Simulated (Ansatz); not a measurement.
Isomers of C$_{4}$H$_{11}$OSb (singlet), relaxed with PBE-D4/def2-SVP; total energies from Ansatz at CAM-B3LYP-D4/def2-TZVP.

```csv
isomer,description,energy (Eh)
A,SbMe2(OEt) (C₄H₁₁OSb),-474.49725
B,SbH2(OtBu) (C₄H₁₁OSb),-474.48635
```

In the def2 sets Sb takes a core potential; there is no spin–orbit coupling.

Task: Work out the relative energies (1 Eh = 2625.5 kJ/mol) and the Boltzmann populations at 500 K from electronic energies alone (R = 8.314 J/mol/K).

Result: ΔE: A 0.0, B 28.6 kJ/mol. RT = 4.16 kJ/mol. Factors exp(−ΔE/RT): A 1, B 0.00103; sum 1.001. Populations: A 99.9 %, B 0.1 %. Zero-point energy, vibrational entropy and symmetry numbers are left out and can shift these; an error of 4 kJ/mol changes a ratio by a factor of 2.6. Over the other density-functional and correlated levels in def2 sets, the gap between A and B ranges from 0 to 40 kJ/mol.
